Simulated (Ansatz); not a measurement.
Ansatz (a program for electronic structure) input:

Ansatz 0.2 input:
```yaml
crystal:
  periodic: [false, false, false]
  atoms:
    - {symbol: Si, position_ang: [0.23292819, -0.05478222, 0.12355901]}
    - {symbol: Br, position_ang: [0.33465510, 0.16600478, 2.42349099]}
    - {symbol: N, position_ang: [1.76119688, -0.41183777, -0.44672308]}
    - {symbol: N, position_ang: [-0.62502630, 1.39921768, -0.24167111]}
    - {symbol: N, position_ang: [-0.81319653, -1.33483675, -0.31179586]}
    - {symbol: H, position_ang: [2.59775603, 0.10249759, -0.23173566]}
    - {symbol: H, position_ang: [-0.96060222, 1.53718380, -1.17848301]}
    - {symbol: H, position_ang: [-0.36487827, 2.27056844, 0.18910691]}
    - {symbol: H, position_ang: [-0.41859891, -2.23718457, -0.50320699]}
    - {symbol: H, position_ang: [-1.73682253, -1.40073639, 0.07825926]}
basis:
  gaussian:
    orbitals: def2-TZVP
hamiltonian:
  xc: b3lyp
  dispersion: d3bj
magnetization: {spin_polarized: true, initial_magnetization: 1}
relax: {f_tol: 0.002, max_steps: 150}
```

Question: Predict the final energy.

Answer: -3031.14668 Eh (B3LYP-D3(BJ)/def2-TZVP). The basis has 208 functions.

It need not be the lowest isomer of its formula.
